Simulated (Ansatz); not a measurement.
Start from `CS[SiH2]O` and change one atom or group to get `O[SiH2][S][GeH3]`.

Ansatz, PBE0-D4/def2-TZVP geometries, multiplicity 1. Each molecule was computed in one conformer, which needn't be the lowest.

Scalar relativity is left out up to krypton.

```
                                          property  `CS[SiH2]O`
               HOMO energy (B3LYP/def2-TZVPP) / eV        -6.84
  size of the dipole moment (B3LYP/def2-TZVPP) / D         1.11
           HOMO–LUMO gap (ωB97M-V/def2-TZVPP) / eV        11.17
size of the dipole moment (ωB97M-V/def2-TZVPP) / D         1.12
                HOMO energy (PBE0/def2-TZVPP) / eV        -7.08
              HOMO–LUMO gap (PBE0/def2-TZVPP) / eV         7.33
```

Task: What does the change do to each property? (An estimate is asked.)

Result: Computed: 
```csv
property,`O[SiH2][S][GeH3]`,shift
HOMO energy (B3LYP/def2-TZVPP) / eV,-7.28,-0.44
size of the dipole moment (B3LYP/def2-TZVPP) / D,2.02,0.91
HOMO–LUMO gap (ωB97M-V/def2-TZVPP) / eV,11.21,0.04
size of the dipole moment (ωB97M-V/def2-TZVPP) / D,2.07,0.95
HOMO energy (PBE0/def2-TZVPP) / eV,-7.54,-0.46
HOMO–LUMO gap (PBE0/def2-TZVPP) / eV,7.23,-0.10
```

With PBE0 the HOMO falls by 0.46 eV and the LUMO falls by 0.55 eV, so the gap narrows by about 0.09 eV. PBE moves the HOMO by -0.46 eV and ωB97M-V by -0.42 eV. Dipoles are sizes alone; their direction can turn.

B3LYP here is the variant with VWN-RPA as its local correlation; programs differ in this.
